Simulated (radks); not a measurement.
Neutral antimony inside a hard spherical wall (all orbitals vanish at R), configuration held at [Kr] 4d10 5s2 5p3 and not refilled when levels cross. Method: scalar-relativistic Kohn-Sham, LDA (Slater exchange, Perdew-Wang correlation), spin-polarised, spherical densities, point nucleus; open shells are filled with parallel spins first (spin-orbit coupling, left out, can overturn this in heavy ions); computed with a radial shooting solver on a logarithmic mesh with Libxc functionals. Eigenvalues in eV for spin up, with the zero of energy where the potential of the charges vanishes at infinity; a dash marks a level that is unbound or too diffuse for the functional's potential to be trusted. A positive occupied level is held by the wall or, in an anion where self-interaction has pushed it up, behind a barrier. The pressure on the wall is -dE/dV.

R (bohr)  E (hartree)  kinetic (hartree)    e(4p)    e(4d)    e(5s)   e(5p)  e(6s, empty)  e(5d, empty)  pressure (GPa)
free      -6476.01037           6771.561  -101.44  -33.467  -13.593  -5.520        -0.541             -               0
20        -6476.01037           6771.561  -101.44  -33.467  -13.593  -5.520        -0.534         0.690        < 0.0001
15        -6476.01037           6771.561  -101.44  -33.467  -13.593  -5.520        -0.482         0.898        < 0.0001
12        -6476.01035           6771.562  -101.44  -33.465  -13.591  -5.518        -0.314         1.154        0.000384
8         -6476.00740           6771.588  -101.26  -33.292  -13.454  -5.378         1.288         2.366           0.137
6         -6475.97319           6771.808  -100.23  -32.283  -12.686  -4.484         6.075         5.053            3.09
5         -6475.87394           6772.329  -98.459  -30.566  -11.327  -2.751        13.339         8.764            16.9
4         -6475.47398           6774.093  -94.275  -26.558   -7.580   2.201        31.414        17.659             112
3.5       -6474.89488           6776.389  -90.309  -22.799   -3.232   7.896        50.356        26.894             322
3         -6473.55375           6781.413  -83.745  -16.578    5.515  19.045        84.488        43.563            1060
2.5       -6470.06851           6793.961  -71.740   -4.905   25.508  43.504        151.72        76.670            4210
